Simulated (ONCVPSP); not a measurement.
## silicon: from the effect back to the setting (ONCV)

Base potential:

```json
{"Element": "silicon", "Generator": "ONCVPSP 4.0.1", "Type": "optimised norm-conserving Vanderbilt (ONCV)", "Functional": "PBEsol", "Relativity": "scalar-relativistic", "Frozen core": "[He]", "Valence charge": "12", "Reference configuration": "2s2 2p6 3s2 3p1.75 (charge +0.25)", "Partial waves": "2s+3s: rc 0.90 bohr, ncon 5, nbas 10, qcut 14.8 1/bohr, 2 projectors; 2p+3p: rc 0.95 bohr, ncon 4, nbas 9, qcut 16.1 1/bohr, 2 projectors", "Local potential": "polynomial inside 0.60 bohr (lpopt 1, dvloc0 2 Ha)", "Core correction": "polynomial model core, fcfact 0.4"}
```

Cutoffs, loose and tight: the cutoffs (Ha) at which the residual kinetic energy of the hardest occupied pseudo-wave falls to 1 and 0.1 mHa per electron. They do not see the model core or the augmentation charge, which bear on the density cutoff. Test errors are all-electron minus pseudo excitation energies from the reference, over the configurations 2s2 2p6 3s2 3p2; 2s2 2p6 3s2 3p1; 2s2 2p6 3s2 3p0; 2s2 2p6 3s1 3p2; variants that change the core or the reference have their own tests.

Only the scale of all radii but the core radius (base = 1) is moved:

```tsv
scale of all radii but the core radius (base = 1)	cutoff, loose	cutoff, tight	bound ghosts	largest test error (meV)
0.76	119 Ha	265 Ha	none	+1.2
0.85	107 Ha	120 Ha	none	+1.5
0.89	105 Ha	118 Ha	none	+1.6
0.97	98 Ha	111 Ha	none	+1.8
1.02	95 Ha	107 Ha	none	+1.8
1.07	89 Ha	102 Ha	none	+1.8
1.14	86 Ha	98 Ha	none	+1.9
1.18	83 Ha	96 Ha	none	+1.9
1.32	74 Ha	85 Ha	none	+2.0
```

Question: One more run gave cutoff, loose: 77 Ha; cutoff, tight: 89 Ha; bound ghosts: none; largest test error (meV): +2.0. Which value of the scale of all radii but the core radius (base = 1) was used?

Answer: 1.29. The loose cutoff moves one way along this sweep, from 119 Ha at 0.76 to 74 Ha at 1.32, which places the run between 1.18 and 1.32.
